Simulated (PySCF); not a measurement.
Input for PySCF: R-HF/3-21G on CH6GaN (SMILES [CH3][GaH][NH2]), a point of a torsion scan.

```python
from pyscf import gto, scf, dft, mp
from pyscf.data.elements import chemcore

mol = gto.M(
    atom='''
    C    -1.53810786    0.13282328   -0.24136715
    Ga    0.23571733   -0.28432441    0.62398573
    N     1.80181058    0.04943495   -0.22792099
    H    -2.20346428   -0.73364827   -0.24840651
    H    -2.05836720    0.94213337    0.27655504
    H    -1.36211291    0.44396358   -1.27500787
    H     0.46284299   -0.90297210    2.03881717
    H     2.72504016   -0.13440128    0.14608304
    H     1.90432240    0.45086294   -1.15246727
    ''',
    basis='3-21g',
    charge=0, spin=0, verbose=3, max_memory=1800)
mf = scf.RHF(mol)
mf.conv_tol = 1e-8
mf.max_cycle = 100
mf.kernel()
if not mf.converged:
    mf = mf.newton().run(mf.mo_coeff, mf.mo_occ)
```

### Question
Give the final energy of this run.

### Answer
-2009.1581 hartree.
